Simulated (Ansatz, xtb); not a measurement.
**Relative energy of two structures of H3OSi3**

Structure I: a doublet given by its coordinates. Structure II: a doublet given by its coordinates. Both are isolated molecules in the gas phase, relaxed with B3LYP-D3(BJ)/def2-SVP.

I (Å):

```xyz
7

O    -1.2299   -0.7594   -0.1479
Si   -1.1740   -2.3297    0.4647
Si   -1.0022   -2.9317   -1.9113
Si   -0.9397   -0.5824   -1.8381
H    -0.0720   -3.7470   -2.7647
H    -2.0405    0.2224   -2.4436
H     0.3374    0.1625   -2.0460
```

Close contacts (Å): O1–Si2 1.69, O1–Si4 1.72, Si2–Si3 2.46, Si3–Si4 2.35, Si3–H5 1.50, Si4–H6 1.49, Si4–H7 1.49.

II (Å):

```xyz
7

O    -1.6166   -1.2575   -0.6980
Si   -1.0758   -2.8085   -0.9865
Si    0.3847   -2.5173   -2.7498
Si   -0.6889   -0.4578   -1.9536
H    -1.7182   -3.7661   -0.0288
H    -1.6442    0.2325   -2.8695
H     0.1728    0.5762   -1.3084
```

Close contacts (Å): O1–Si2 1.67, O1–Si4 1.75, Si2–Si3 2.31, Si3–Si4 2.46, Si2–H5 1.50, Si4–H6 1.49, Si4–H7 1.49.

Task: Estimate E(II) − E(I) at the level CCSD(T)/def2-SVP.

Result: Too close to call at this level: CCSD(T)/def2-SVP gives E(II) − E(I) = +0.12 kcal/mol.

The same difference at several levels:

```
                level               geometry  E(II) − E(I) (kcal/mol)  departure from the last row (kcal/mol)  job, with rough time for the two
             GFN2-xTB               GFN2-xTB                     −3.99                                   −4.11              optimisation, 0.36 s
            HF/STO-3G               GFN2-xTB                    +18.31                                  +18.19               single point, 1.1 s
   r2SCAN-D4/def2-SVP               GFN2-xTB                    +12.72                                  +12.59               single point, 7.5 s
B3LYP-D3(BJ)/def2-SVP  B3LYP-D3(BJ)/def2-SVP                     +0.78                                   +0.65             optimisation, 1.8 min
          HF/def2-SVP  B3LYP-D3(BJ)/def2-SVP                     +5.66                                   +5.54           part of the CCSD(T) run
         MP2/def2-SVP  B3LYP-D3(BJ)/def2-SVP                     −4.37                                   −4.50           part of the CCSD(T) run
     CCSD(T)/def2-SVP  B3LYP-D3(BJ)/def2-SVP                     +0.12                                                        single point, 19 s
```

The largest departure from CCSD(T)/def2-SVP is that of HF/STO-3G, 18.19 kcal/mol.

With harmonic frequencies from B3LYP-D3(BJ)/def2-SVP (ideal gas, rigid rotor, one conformer each, 298.15 K, 1 atm): the zero-point term adds +0.56 kcal/mol; ΔH is +0.49 and ΔG +0.90 kcal/mol.

Open shells are spin-unrestricted, with notable spin contamination under HF/def2-SVP, MP2/def2-SVP, CCSD(T)/def2-SVP. The correlated steps freeze 16 core orbitals. Mirror images aren't counted in ΔG. Run with Ansatz 0.2.0, xtb 6.7.1; the last row on 2 threads of AMD EPYC 7R43 64-Core Processor (Zen 3) on a shared host.
